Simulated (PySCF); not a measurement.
**C₆ coefficients of unlike pairs at PBE0**

Calculated with PySCF 2.14 from the dipole response of each species, C₆(A,B) = (3/π) ∫ α_A(iu) α_B(iu) du, in atomic units, from isotropic polarisabilities. For ions this is the dispersion term alone; charge-induced terms of lower order in 1/R come first.

```tsv
species	configuration	basis	relativity	α (bohr³)	C₆ (like pair)
C²⁺	[He] 2s2 (1S)	def2-TZVPPD (6s3p3d1f)	none	4.276	6.603
Bi	[Xe] 4f14 5d10 6s2 6p3 (4S)	aug-cc-pVTZ-PP with one added diffuse shell each of d, f type with ECP60MDF (6s5p5d3f)	core potential	52.56	625.3
Sr²⁺	[Kr] (1S)	x2c-TZVPPall with one added diffuse shell each of s, p, d, f type (9s7p7d3f1g)	spin-free X2C	5.762	27.87
Cd²⁺	[Kr] 4d10 (1S)	aug-cc-pVTZ-PP with one added diffuse shell each of s, p, d, f, g type with ECP28MDF (7s7p6d4f3g)	core potential	5.403	27.14
```

(1) Estimate C₆ for Bi with C²⁺.

No spin-orbit coupling is included, so Bi, close to jj coupling, stand for model states.

The other pairs:

```tsv
pair	C₆
Cd²⁺, C²⁺	12.03
Cd²⁺, Sr²⁺	27.30
Sr²⁺, C²⁺	12.61
Sr²⁺, Bi	114.3
Cd²⁺, Bi	108.8
```

Answers

(1) The integral gives 63.21. The combination rule 2 C_A C_B / (C_A α_B/α_A + C_B α_A/α_B) gives 62.54 and the geometric mean 64.25.
